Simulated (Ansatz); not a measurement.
Ansatz (a program for electronic structure) input (PBE/def2-SV(P)): A basis named .json is the Basis Set Exchange file of that set (core-valence sets with the plain set on hydrogen).

Ansatz 0.2 input:
```yaml
crystal:
  periodic: [false, false, false]
  atoms:
    - {symbol: Ge, position_ang: [-0.00295088, -0.00102521, 0.06606827]}
    - {symbol: H, position_ang: [0.03968345, -1.12074649, -1.07507425]}
    - {symbol: H, position_ang: [0.05474478, 1.15355319, -1.03911028]}
basis:
  gaussian:
    orbitals: def2-SV_P_.json
hamiltonian:
  xc: {name: PBE}
output: {forces: true}
magnetization: {spin_polarized: false}
```

Output:

```
Functional definition: PBE
integrals: 0.01 GiB planned
377 factors; integrals over basis functions are off by at most 3.3e-4 eV
mean field: 0.06 GiB planned
mean field evaluation 1: about -56532.4882 eV, gradient 1.8e1 eV
mean field evaluation 2: about -56532.5116 eV, gradient 2.0e1 eV
mean field evaluation 4: about -56533.1861 eV, gradient 3.6e-1 eV
mean field evaluation 8: about -56533.1816 eV, gradient 2.7e-3 eV
mean field -56533.18156071 eV, -2077.5561027894 hartree, gradient 1.4e-6 eV, S^2 0.000000; 0 other end points of the search recorded, 0 dependent functions left out
the calculation of the forces begins
reference -56533.18158609 eV, -2077.5561037219 hartree; 17, 17 occupied and 19, 19 virtual orbitals, 377 factors
Total energy: -56533.18158609 eV, -2077.5561037219 hartree
Atom 0 at    -0.002951    -0.001025     0.066068 Å, force    -0.018434    -0.006404     0.412718 eV/Å
Atom 1 at     0.039683    -1.120746    -1.075074 Å, force     0.008034    -0.175449    -0.209184 eV/Å
Atom 2 at     0.054745     1.153553    -1.039110 Å, force     0.010400     0.181853    -0.203534 eV/Å
Dipole moment:    -0.000380    -0.000132     0.008505 e Å
```
